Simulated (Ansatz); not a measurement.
Species: H₂GeOF, charge 0, doublet. H2GeOF (SMILES [O][GeH2][F], doublet).
B3LYP-D3(BJ)/def2-TZVP minimum from Ansatz (an electronic-structure program):
```xyz
5

Ge     0.1661     0.2443     0.0922
F      0.7053    -1.2995    -0.5137
O     -1.6179     0.2784     0.1315
H      0.6222     1.3006    -0.9187
H      0.6582     0.3486     1.5388
```
Charge 0, spin multiplicity 2.

Total energies in cc-pVDZ, 19 correlated electrons, 16 frozen orbitals. Open shells are spin-unrestricted; no spin-orbit coupling. Cores are frozen in correlated methods (noble-gas shells, and filled d and f shells in the p block). No relativity.

| method | program | energy (Eh) | minus CCSDT(Q) (mEh) |
|---|---|---|---|
| HF | Ansatz | -2250.80494 | 461.70 |
| MP2 | Ansatz | -2251.22865 | 37.99 |
| CCSD | Ansatz | -2251.25654 | 10.09 |
| CCSD(T) | Ansatz | -2251.26465 | 1.98 |
| CCSDT(Q) | Ansatz | -2251.26663 | 0.00 |

Rough core times of Ansatz's runs on a shared machine: CCSD(T) 20 s, CCSDT(Q) 4 min.
